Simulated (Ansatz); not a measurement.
Geometry optimisation, Ansatz 0.2.0, RKS BLYP-D4/def2-SVP.

The input (input.yaml):

```yaml
crystal:
  periodic: [false, false, false]
  atoms:
    - { symbol: B, position_ang: [0.0, 0.0, 0.0] }
    - { symbol: Cl, position_ang: [0.0, 0.0, 2.21] }
    - { symbol: F, position_ang: [1.1431, 0.0, -0.66] }
    - { symbol: F, position_ang: [-1.1431, 0.0, -0.66] }
    - { symbol: "N", position_ang: [0.0773, -1.7539, 0.5833] }
    - { symbol: H, position_ang: [-0.441, -2.5119, 0.0539] }
    - { symbol: Si, position_ang: [1.0434, -2.1779, 2.0663] }
    - { symbol: H, position_ang: [1.2276, -3.6248, 2.1308] }
    - { symbol: H, position_ang: [2.3474, -1.5244, 2.0018] }
    - { symbol: H, position_ang: [0.3313, -1.7252, 3.2578] }
    - { symbol: H, position_ang: [0.0556, -1.2621, 1.6502] }
basis:
  gaussian: { orbitals: def2-SVP }
hamiltonian:
  xc: blyp
  dispersion: d4
relax:
  f_tol: 0.15
  max_steps: 25
  restrain:
    - { distance: [0, 4], at: 2.75, k: 30.0 }
    - { distance: [10, 1], at: 2.57, k: 30.0 }
    - { distance: [0, 1], at: 1.86, k: 30.0 }
    - { distance: [10, 4], at: 1.06, k: 30.0 }
output:
  orbitals: {}
```

Launched with:

```bash
$ ansatz run input.yaml --threads 4 --pin off --max-ram 5120MiB --backend cpu --events-out ev --progress --plain --runs-dir out
```

**Question.** Where does it end, and by what steps?

**Answer.** The forces met the threshold. The restraints hold the end off the free minimum. After 18 steps the energy has fallen by 6.447 eV (the restraints' own energy left out); Cl2 moved furthest, 1.48 Å. The start is strongly strained (largest force component 9 eV/Å), so its close contacts needn't be bonds. Parted: Cl2–Si7 (2.42 → 4.09 Å), Cl2–H11 (1.38 → 2.58 Å), Si7–H11 (1.41 → 2.43 Å).

```csv
step,energy less start (eV),largest force component (eV/Å),accepted
0,0.0000,8.750,yes
1,-1.4343,6.319,yes
2,-2.3045,6.168,yes
3,-3.2254,4.876,yes
4,-4.3777,2.278,yes
5,-5.4524,2.381,yes
6,-5.9994,1.943,yes
7,-6.1854,1.209,yes
8,-6.2627,1.272,yes
9,-6.4061,0.868,yes
10,-6.4260,0.860,yes
11,-6.4127,1.027,no
12,-6.4343,0.772,yes
13,-6.4396,0.830,yes
14,-6.4364,0.848,no
15,-6.4420,0.795,yes
16,-6.4403,0.741,yes
17,-6.4384,0.823,no
18,-6.4468,0.779,yes
```

```xyz
11
Properties=species:S:1:pos:R:3
B 0.071 0.417 -0.010
Cl -0.790 1.023 1.491
F 1.393 0.466 -0.066
F -0.641 0.133 -1.092
N -0.159 -2.077 1.095
H -0.534 -2.771 0.443
Si 1.253 -2.470 2.085
H 1.518 -3.947 2.032
H 2.481 -1.758 1.604
H 0.980 -2.050 3.499
H -0.930 -1.549 1.552
```

Run time: 15 s on 4 threads of Intel(R) Xeon(R) 6975P-C (Granite Rapids) (shared host), peak memory 0.21 GiB.
